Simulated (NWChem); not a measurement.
System: SnCl$_{3}$ cation; SMILES [Cl][Sn+]([Cl])[Cl]

Excerpt of the output:

```
             Northwest Computational Chemistry Package (NWChem) 7.3.0
             --------------------------------------------------------

 D3H symmetry detected

                             Geometry "geometry" -> ""
                             -------------------------

 Output coordinates in angstroms (scale by  1.889725989 to convert to a.u.)

  No.       Tag          Charge          X              Y              Z
 ---- ---------------- ---------- -------------- -------------- --------------
    1 Sn                  50.0000     0.00000000     0.00000000     0.00000000
    2 Cl                  17.0000    -0.58546309     2.18497798     0.00000000
    3 Cl                  17.0000     2.18497798    -0.58546309     0.00000000
    4 Cl                  17.0000    -1.59951490    -1.59951490     0.00000000

 Effective nuclear repulsion energy (a.u.)     713.6377747862

      Symmetry information
      --------------------

 Group name             D3h
 Group number             27
 Group order              12
 No. of unique centers     2

                                 NWChem DFT Module
                                 -----------------

 Summary of "ao basis" -> "ao basis" (spherical)
 ------------------------------------------------------------------------------
       Tag                 Description            Shells   Functions and Types
 ---------------- ------------------------------  ------  ---------------------
 Sn                         def2-svp                10       26   4s4p2d
 Cl                         def2-svp                 8       18   4s3p1d

      Symmetry analysis of basis
      --------------------------

        a1'        15
        a1"         1
        a2'         4
        a2"         8
        e'         38
        e"         14

  Rotation of axis

            General Information
            -------------------
          SCF calculation type: DFT
          Wavefunction type:  closed shell.
          No. of atoms     :     4
          No. of electrons :    72
           Alpha electrons :    36
            Beta electrons :    36
          Charge           :     1
          Spin multiplicity:     1
          Use of symmetry is: on ; symmetry adaption is: on
          Maximum number of iterations: 150
          AO basis - number of functions:    80
                     number of shells:    34
          Convergence on energy requested:  1.00D-06
          Convergence on density requested:  1.00D-05
          Convergence on gradient requested:  5.00D-04

              XC Information
              --------------
                         SCAN Method XC Functional
                  SCAN metaGGA Exchange Functional  1.000
                        SCAN Correlation Potential  1.000

             Grid Information
             ----------------
          Grid used for XC integration:  xfine
          Radial quadrature: Mura-Knowles
          Angular quadrature: Lebedev.
          Tag              B.-S. Rad. Rad. Pts. Rad. Cut. Ang. Pts.
          ---              ---------- --------- --------- ---------
          Sn                  1.45      205           8.0      1454
          Cl                  1.00      125          10.0      1454
          Grid pruning is: on
          Number of quadrature shells:   330
          Spatial weights used:  Erf1

      Superposition of Atomic Density Guess
      -------------------------------------

 Sum of atomic energies:       -1627.06630061

 Renormalizing density from      73.00 to     72

      Non-variational initial energy
      ------------------------------

 Total energy =   -1579.256206
 1-e energy   =   -2997.151978
 2-e energy   =    1038.319233
 HOMO         =      -0.704469
 LUMO         =      -0.405952

      Symmetry analysis of molecular orbitals - initial
      -------------------------------------------------

  Numbering of irreducible representations:

     1 a1'         2 a1"         3 a2'         4 a2"         5 e'
     6 e"

  Orbital symmetries:

     1 a1'         2 e'          3 e'          4 e'          5 e'
     6 a1'         7 a1'         8 e'          9 e'         10 e'
    11 e'         12 a2'        13 a2"        14 e"         15 e"
    16 a1'        17 e'         18 e'         19 a2"        20 e'
    21 e'         22 a1'        23 e"         24 e"         25 a1'
    26 e'         27 e'         28 a1'        29 e'         30 e'
    31 a2"        32 e'         33 e'         34 e"         35 e"
    36 a2'        37 a1'        38 a2"        39 e'         40 e'
    41 a1'        42 e'         43 e'         44 a2"        45 e"
    46 e"

     ---------------------------------------------
      Total Density - Mulliken Population Analysis
     ---------------------------------------------

    Atom       Charge   Shell Charges
 -----------   ------   -------------------------------------------------------
    1 Sn  22    20.07   1.60  0.42  0.85  0.11  3.26  2.74  0.71  0.19  9.83  0.37
    2 Cl  17    17.31   2.00  2.00  1.32  0.63  5.96  2.30  3.10  0.01
    3 Cl  17    17.31   2.00  2.00  1.32  0.63  5.96  2.30  3.10  0.01
    4 Cl  17    17.31   2.00  2.00  1.32  0.63  5.96  2.30  3.10  0.01

   convergence    iter        energy       DeltaE   RMS-Dens  Diis-err
 ---------------- ----- ----------------- --------- --------- ---------
 d= 0,ls=0.0,diis     1  -1594.2759339700 -1.97D+03  3.33D-02  1.30D+00
 d= 0,ls=0.0,diis     2  -1593.9408189275  3.35D-01  2.48D-02  3.01D+00
 d= 0,ls=0.0,diis     3  -1594.3941406750 -4.53D-01  5.06D-03  1.48D-01
 d= 0,ls=0.0,diis     4  -1594.4158436317 -2.17D-02  5.20D-04  1.69D-03
 d= 0,ls=0.0,diis     5  -1594.4160384328 -1.95D-04  1.17D-04  1.38D-04
  Resetting Diis
 d= 0,ls=0.0,diis     6  -1594.4160541818 -1.57D-05  4.22D-05  1.46D-05
 d= 0,ls=0.0,diis     7  -1594.4160564856 -2.30D-06  9.86D-06  1.20D-07
 d= 0,ls=0.0,diis     8  -1594.4160564749  1.07D-08  6.61D-06  2.15D-07

         Total DFT energy =    -1594.416056474939
      One electron energy =    -3022.086186615741
           Coulomb energy =     1150.824295970785
    Exchange-Corr. energy =     -102.730703997645
 Nuclear repulsion energy =      379.576538167661

 Numeric. integr. density =       72.000000087836

                  Occupations of the irreducible representations
                  ----------------------------------------------

                     irrep           alpha         beta
                     --------     --------     --------
                     a1'               7.0          7.0
                     a1"               0.0          0.0
                     a2'               2.0          2.0
                     a2"               3.0          3.0
                     e'               18.0         18.0
                     e"                6.0          6.0

                       DFT Final Molecular Orbital Analysis
                       ------------------------------------

 Vector   34  Occ=2.000000D+00  E=-5.290853D-01  Symmetry=e"
              MO Center=  1.0D+00,  3.9D-01,  9.9D-16, r^2= 4.8D+00
   Bfn.  Coefficient  Atom+Function         Bfn.  Coefficient  Atom+Function
  ----- ------------  ---------------      ----- ------------  ---------------
    57      0.489028  3 Cl pz                39     -0.381720  2 Cl pz
    54      0.382522  3 Cl pz                36     -0.298584  2 Cl pz
    51      0.219463  3 Cl pz                33     -0.171306  2 Cl pz
    75     -0.107309  4 Cl pz                72     -0.083938  4 Cl pz
    20      0.071039  1 Sn d  1              25     -0.060604  1 Sn d  1

 Vector   35  Occ=2.000000D+00  E=-5.290853D-01  Symmetry=e"
              MO Center= -1.0D+00, -3.9D-01,  1.5D-15, r^2= 4.8D+00
   Bfn.  Coefficient  Atom+Function         Bfn.  Coefficient  Atom+Function
  ----- ------------  ---------------      ----- ------------  ---------------
    75      0.502727  4 Cl pz                72      0.393237  4 Cl pz
    39     -0.344295  2 Cl pz                36     -0.269311  2 Cl pz
    69      0.225610  4 Cl pz                57     -0.158431  3 Cl pz
    33     -0.154510  2 Cl pz                54     -0.123926  3 Cl pz
    18      0.071039  1 Sn d -1              51     -0.071100  3 Cl pz

 Vector   36  Occ=2.000000D+00  E=-5.198668D-01  Symmetry=a2'
              MO Center= -4.1D-13,  1.5D-13,  1.7D-28, r^2= 6.1D+00
   Bfn.  Coefficient  Atom+Function         Bfn.  Coefficient  Atom+Function
  ----- ------------  ---------------      ----- ------------  ---------------
    37      0.363250  2 Cl px                56     -0.363250  3 Cl py
    34      0.279342  2 Cl px                53     -0.279342  3 Cl py
    73     -0.265917  4 Cl px                74      0.265917  4 Cl py
    70     -0.204492  4 Cl px                71      0.204492  4 Cl py
    31      0.160310  2 Cl px                50     -0.160310  3 Cl py

 Vector   37  Occ=0.000000D+00  E=-3.922371D-01  Symmetry=a1'
              MO Center= -2.2D-15, -3.2D-15, -5.5D-17, r^2= 4.8D+00
   Bfn.  Coefficient  Atom+Function         Bfn.  Coefficient  Atom+Function
  ----- ------------  ---------------      ----- ------------  ---------------
     3      0.807328  1 Sn s                 38      0.378018  2 Cl py
    55      0.378018  3 Cl px                 4      0.358128  1 Sn s
     2     -0.278030  1 Sn s                 73     -0.276729  4 Cl px
    74     -0.276729  4 Cl py                35      0.251786  2 Cl py
    52      0.251786  3 Cl px                 1     -0.218174  1 Sn s

[...]

                         DFT ENERGY GRADIENTS

    atom               coordinates                        gradient
                 x          y          z           x          y          z
   1 Sn      0.000000   0.000000   0.000000    0.000000   0.000000   0.000000
   2 Cl     -1.106365   4.129010   0.000000    0.000503  -0.001876   0.000000
   3 Cl      4.129010  -1.106365   0.000000   -0.001876   0.000503   0.000000
   4 Cl     -3.022645  -3.022645   0.000000    0.001373   0.001373   0.000000
```

Level: SCAN/def2-SVP with def2 effective core potentials on Sn. All runs use the structure optimised with PBE0/def2-SVP. def2 effective core potentials on Sn; no spin-orbit coupling.

Task: Write an input that gives this output.

Result: This is not unique; one that fits is the input that was run:
```
start job
memory heap 200 mb stack 900 mb global 1100 mb
charge 1
geometry units angstroms noautoz
  Sn     0.000000     0.000000     0.000000
  Cl     2.027572     1.002920     0.000000
  Cl    -0.145232    -2.257389     0.000000
  Cl    -1.882340     1.254469     0.000000
end
basis spherical
  * library def2-svp
end
ecp
  Sn library def2-ecp
end
dft
  xc scan
  grid xfine
  iterations 150
  mulliken
end
task dft gradient
```
